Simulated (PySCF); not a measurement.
Electronic absorption of p-cresol

Species: p-cresol, C₇H₈O.
Bonds: C1–C2, C2–C3 (aromatic), C3–C4 (aromatic), C4–C5 (aromatic), C5–O6, C5–C7 (aromatic), C7–C8 (aromatic), C2–C8 (aromatic). Hydrogens: H9, H10, H11 on C1; H12 on C3; H13 on C4; H14 on O6; H15 on C7; H16 on C8.

Level of theory: PySCF, TDDFT B3LYP/def2-SVPD, vertical, gas phase, core orbitals frozen in the response. One conformer (not necessarily the lowest) at the PBE0-D3(BJ)/def2-SVP geometry, without solvent, vibrations or thermal averaging. Torsions of this conformer, `[CH3:1][c:2]1[cH:3][cH:4][c:5]([OH:6])[cH:7][cH:8]1`: H–O6–C5–C4 0°.

Q: What does the calculation give for the low-lying excited states?

A: 

```csv
state,E (eV),λ (nm),ν̃ (cm⁻¹),f,|μ| (D),"main configurations (H = HOMO, L = LUMO)"
S1,4.89,253.7,39420,0.033,1.34,"H→L (84%), H-1→L+1 (15%)"
S2,5.43,228.4,43780,0.0000,0.02,H→L+2 (99%)
S3,5.71,217.2,46040,0.087,2.01,"H→L+1 (76%), H-1→L (22%)"
S4,5.95,208.4,47980,0.0003,0.12,H→L+3 (98%)
S5,6.51,190.5,52490,0.0023,0.31,"H-1→L+2 (87%), H→L+4 (11%)"
S6,6.56,189.1,52880,0.0023,0.30,"H→L+4 (87%), H-1→L+2 (11%)"
S7,6.66,186.1,53750,0.026,1.01,H→L+5 (94%)
S8,6.74,184.0,54350,0.631,4.97,"H-1→L (71%), H→L+1 (20%)"
S9,6.77,183.0,54640,0.326,3.56,"H-1→L+1 (79%), H→L (13%)"
S10,6.91,179.4,55740,0.0035,0.37,H-1→L+3 (96%)
```

Triplets (Tamm–Dancoff): T1 3.97 eV, H→L+1 (65%), H-1→L (21%), H→L (12%); T2 4.00 eV, H→L (87%), H→L+1 (9%); T3 4.59 eV, H-1→L (75%), H→L+1 (24%); T4 5.34 eV, H→L+2 (98%).

The lowest singlet lies at 4.89 eV (254 nm, ultraviolet) and is of moderate strength; its leading configuration is HOMO→LUMO (84%). The most intense listed level is S8 at 6.74 eV (184 nm, f = 0.631), 1.85 eV above S1. Löwdin shares by element: HOMO carbon 46% or more, oxygen 17% (atoms not listed hold the other 36%); LUMO carbon 72% or more (atoms not listed hold the other 28%). The oscillator strengths of these states sum to 1.112; summed over the whole spectrum of an exact calculation they would give the number of electrons, 58 (Thomas–Reiche–Kuhn). Of the 10 states listed, 5 reach f = 0.01 and 2 stay under 0.0005. Orbital energies (eV): HOMO-3 -9.29, HOMO-2 -9.10, HOMO-1 -7.09, HOMO -6.11, LUMO -0.50, LUMO+1 -0.03, LUMO+2 0.23. No computed singlet lies in the visible range (380 to 750 nm); the lowest, at 254 nm, stands 1.62 eV above its violet end (3.26 eV). All these states lie below the vertical ionisation energy of 8.14 eV (ΔSCF). Only the lowest 10 singlets were computed, as vertical energies without vibronic structure.

Time: 1.9 min. Hardware: one thread of an Arm Neoverse V1, on a shared host.
